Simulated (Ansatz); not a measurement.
A made-up structure of CHOTe, doublet:

```
4
angstrom
O -1.1279 0.3408 1.6397
C -0.3521 -0.1159 0.9436
Te 0.1826 0.4965 -1.3373
H -1.6595 0.4878 2.4376
```

It is relaxed with PBE-D4/def2-SVP and then PBE0-D4/def2-TZVP (Ansatz 0.2.0). Atoms count as bonded within 1.22 times the sum of their covalent radii (H–H: 0.88 Å). The end point is not checked to be a true minimum.

Task: Does its bonding change? (A judgement: the text doesn't fix the answer.)

Result: By the calculation: No: no bond forms or breaks.

Where it ends: The first stage lowers the energy by 2.24 eV in 10 steps. It ends as CHOTe ([OH][C][Te]):
```
4
angstrom
O -1.3367 0.6265 1.5199
C -0.4353 0.0449 0.7933
Te 0.1928 0.3253 -1.0249
H -1.3776 0.2125 2.3954
```

Labels in which every atom is bracketed show which atoms are joined, not bond orders.

For scale, one of the runs: PBE0-D4/def2-TZVP relaxation, 118 basis functions, launched by `ansatz run in.yaml --threads 2 --pin off --events-out ev --progress --plain --max-ram 4352MiB`. Hardware: 2 CPU threads of an Arm Neoverse V2, shared host. Wall time about 22 s.
